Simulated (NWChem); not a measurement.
System meant: CH₆OSiSn, singlet; SMILES C[O][Sn][SiH3]

The following NWChem deck was run.

```
start job
memory heap 200 mb stack 900 mb global 1100 mb
geometry units angstroms noautoz
  Sn     0.815395     0.072225    -0.001744
  O     -0.350513     1.692871     0.001121
  C     -1.731928     1.849370     0.001631
  H     -2.288329     0.890633     0.004067
  H     -2.056635     2.422575     0.890002
  H     -2.057956     2.418720    -0.888756
  Si    -1.193625    -1.750218    -0.002306
  H     -2.083373    -1.647459    -1.208420
  H     -2.080858    -1.650701     1.205928
  H     -0.618734    -3.137187    -0.004723
end
basis spherical
  Sn library def2-svp
  O library def2-svp
  C library def2-svp
  H library def2-svp
  Si library def2-svp
end
ecp
  Sn library def2-ecp
end
dft
  xc b3lyp
  iterations 4
  mulliken
end
task dft energy
```

End of the output:

```
    Atom       Charge   Shell Charges
 -----------   ------   -------------------------------------------------------
    1 Sn  22    21.65   1.19  0.79  1.05  0.71  3.01  2.82  1.10  0.78  9.45  0.76
    2 O    8     8.30   1.97  0.93  0.62  2.72  2.04  0.02
    3 C    6     5.95   1.96  0.58  0.30  1.83  1.14  0.13
    4 H    1     1.00   0.66  0.28  0.06
    5 H    1     0.99   0.65  0.27  0.06
    6 H    1     0.99   0.65  0.27  0.06
    7 Si  14    13.84   2.00  1.94  0.72  0.39  5.82  1.32  1.48  0.17
    8 H    1     1.09   0.64  0.43  0.03
    9 H    1     1.09   0.64  0.43  0.03
   10 H    1     1.10   0.64  0.43  0.03

 center of mass
 --------------
 x =   0.24245699 y =   0.12147500 z =   0.00000421

 moments of inertia (a.u.)
 ------------------
         753.362369162168           0.000000000000           0.000000000000
           0.000000000000         623.464577918001          -0.000000000000
           0.000000000000          -0.000000000000        1344.460727248680

     Multipole analysis of the density
     ---------------------------------

     L   x y z        total         alpha         beta         nuclear
     -   - - -        -----         -----         ----         -------
     0   0 0 0     -0.000000    -28.000000    -28.000000     56.000000

     1   1 0 0      0.217087     19.674390     19.674390    -39.131693
     1   0 1 0      0.085314      9.414879      9.414879    -18.744444
     1   0 0 1     -0.000473     -0.000923     -0.000923      0.001373

     2   2 0 0    -37.862409   -159.883754   -159.883754    281.905100
     2   1 1 0     -1.046373     18.792745     18.792745    -38.631864
     2   1 0 1      0.001126     -0.003001     -0.003001      0.007129
     2   0 2 0    -45.039578   -221.482955   -221.482955    397.926331
     2   0 1 1     -0.000758      0.000595      0.000595     -0.001949
     2   0 0 2    -37.109970    -26.583713    -26.583713     16.057456

 ------------------------------------------------------------------------
 dft energy failed                                                                                  0
 ------------------------------------------------------------------------
 ------------------------------------------------------------------------
  current input line :
    30: task dft energy
 ------------------------------------------------------------------------
 ------------------------------------------------------------------------
 This type of error is most commonly associated with calculations not reaching convergence criteria
 ------------------------------------------------------------------------
 For more information see the NWChem manual at https://nwchemgit.github.io

0:dft energy failed:Received an Error in Communication
```

**Question.** Can this run be used? If not, why, and what is the fix?

**Answer.** The run did not converge; its last values are not results. Cause: the SCF was allowed too few iterations. This input runs:
```
start job
memory heap 200 mb stack 900 mb global 1100 mb
geometry units angstroms noautoz
  Sn     0.815395     0.072225    -0.001744
  O     -0.350513     1.692871     0.001121
  C     -1.731928     1.849370     0.001631
  H     -2.288329     0.890633     0.004067
  H     -2.056635     2.422575     0.890002
  H     -2.057956     2.418720    -0.888756
  Si    -1.193625    -1.750218    -0.002306
  H     -2.083373    -1.647459    -1.208420
  H     -2.080858    -1.650701     1.205928
  H     -0.618734    -3.137187    -0.004723
end
basis spherical
  Sn library def2-svp
  O library def2-svp
  C library def2-svp
  H library def2-svp
  Si library def2-svp
end
ecp
  Sn library def2-ecp
end
dft
  xc b3lyp
  iterations 150
  mulliken
end
task dft energy
```
It converges to -620.63857 Ha (B3LYP/def2-SVP with def2 effective core potentials on Sn).
